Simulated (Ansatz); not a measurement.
heptazine (C₆H₃N₇), SMILES C1=NC2=NC=NC3=NC=NC(=N1)N23. Heavy atoms are numbered as in [CH:1]1=[N:12][C:11]2=[N:10][CH:9]=[N:8][C:7]3=[N:6][CH:5]=[N:4][C:3](=[N:2]1)[N:13]32.

Level of theory: CAM-B3LYP-D3(BJ)/def2-SVP run with Ansatz (a program for electronic structure).

Bond lengths of the relaxed neutral molecule (Å): C1–N2 1.324, C1–N12 1.324, N2–C3 1.327, C3–N4 1.327, C3–N13 1.403, N4–C5 1.324, C5–N6 1.324, N6–C7 1.327, C7–N8 1.327, C7–N13 1.403, N8–C9 1.324, C9–N10 1.324, N10–C11 1.327, C11–N12 1.327, C11–N13 1.403.

**Question.** How do the bond lengths change in the relaxed anion? (An estimate is asked for; the answer gives what the named calculation found.)

**Answer.** 
```json
[
 {"bond": "C1–N2", "neutral (Å)": "1.324", "anion (Å)": "1.340"},
 {"bond": "C1–N12", "neutral (Å)": "1.324", "anion (Å)": "1.340"},
 {"bond": "N2–C3", "neutral (Å)": "1.327", "anion (Å)": "1.314"},
 {"bond": "C3–N4", "neutral (Å)": "1.327", "anion (Å)": "1.333"},
 {"bond": "C3–N13", "neutral (Å)": "1.403", "anion (Å)": "1.432"},
 {"bond": "N4–C5", "neutral (Å)": "1.324", "anion (Å)": "1.324"},
 {"bond": "C5–N6", "neutral (Å)": "1.324", "anion (Å)": "1.339"},
 {"bond": "N6–C7", "neutral (Å)": "1.327", "anion (Å)": "1.324"},
 {"bond": "C7–N8", "neutral (Å)": "1.327", "anion (Å)": "1.324"},
 {"bond": "C7–N13", "neutral (Å)": "1.403", "anion (Å)": "1.416"},
 {"bond": "N8–C9", "neutral (Å)": "1.324", "anion (Å)": "1.339"},
 {"bond": "C9–N10", "neutral (Å)": "1.324", "anion (Å)": "1.324"},
 {"bond": "N10–C11", "neutral (Å)": "1.327", "anion (Å)": "1.333"},
 {"bond": "C11–N12", "neutral (Å)": "1.327", "anion (Å)": "1.314"},
 {"bond": "C11–N13", "neutral (Å)": "1.403", "anion (Å)": "1.432"}
]
```
